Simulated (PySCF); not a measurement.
thiourea (CH₄N₂S), SMILES NC(=S)N.

The structure is a stationary point at PBE-D3(BJ)/def2-SVP. One conformer was computed; it need not be the lowest.

Two levels are set side by side: PBE/def2-TZVPD (PySCF) and CAM-B3LYP/def2-TZVPD (PySCF). Same geometry, gas phase. Differences are taken from unrounded values.

| quantity | CAM-B3LYP |
|---|---|
| orbital gap (eV) | 7.87 |
| highest occupied level (eV) | -7.46 |
| lowest empty level (eV) | 0.41 |
| dipole moment (D) | 4.89 |
| mean polarisability (bohr³) | 57.7 |

Question: What does PBE give, and how far is it from CAM-B3LYP? (The exact figures need the calculation; the answer reports its results.)

Answer: 
```csv
quantity,PBE,PBE minus CAM-B3LYP
orbital gap (eV),3.54,-4.33
highest occupied level (eV),-4.97,2.50
lowest empty level (eV),-1.43,-1.83
dipole moment (D),4.74,-0.15
mean polarisability (bohr³),61.0,3.3
```

PBE's occupied levels lie high since its potential decays too fast outside the molecule; exact exchange lowers them and widens the gap. Loosely held outer electrons make PBE densities more polarisable. Differences between two approximate levels are no errors against the true value.

Rough cost on one machine, each run with all the roots and properties that it gave: CAM-B3LYP against PBE within a factor of 2.
